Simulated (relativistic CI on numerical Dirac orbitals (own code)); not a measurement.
Results of a calculation; reference values are marked as such.
# Quantum defects of the ng series of La III

Problem. The ng 2G levels with J = 7/2 of La III lie at 5g: 114754.9, 6g: 126952.5, 7g: 134318.0 cm⁻¹ (Martin, Zalubas and Hagan, Atomic Energy Levels: The Rare-Earth Elements, NSRDS-NBS 60 (1978)), and the ionisation limit at 154675.4 cm⁻¹ (NIST ASD). Find the quantum defects and predict 8g.

Working.
1. The outer electron sees the charge z = 3; R = 109736.88 cm⁻¹ for this mass. The binding energy T = limit − E defines n* = z√(R/T).
2. Values: 5g: T = 39920.5, n* = 4.9739, δ = n − n* = 0.0261; 6g: T = 27722.9, n* = 5.9687, δ = n − n* = 0.0313; 7g: T = 20357.4, n* = 6.9652, δ = n − n* = 0.0348.
3. With δ held at 0.0348: E(8g) = limit − Rz²/(8 − δ)² = 139108.7 cm⁻¹.
4. The Ritz form δ = δ₀ + a/n*² through the last two members has a = -0.4605 and δ₀ = 0.0442, so with n* ≈ 8 − 0.0348, δ(8) = 0.0370 and E = 139100.0 cm⁻¹.

Check. The measured level is 139100.5 cm⁻¹ (δ = 0.0368), so the two predictions miss by 8.2 and -0.5 cm⁻¹. The defect is small because the centrifugal barrier keeps this electron outside the core, where mainly core polarisation acts.
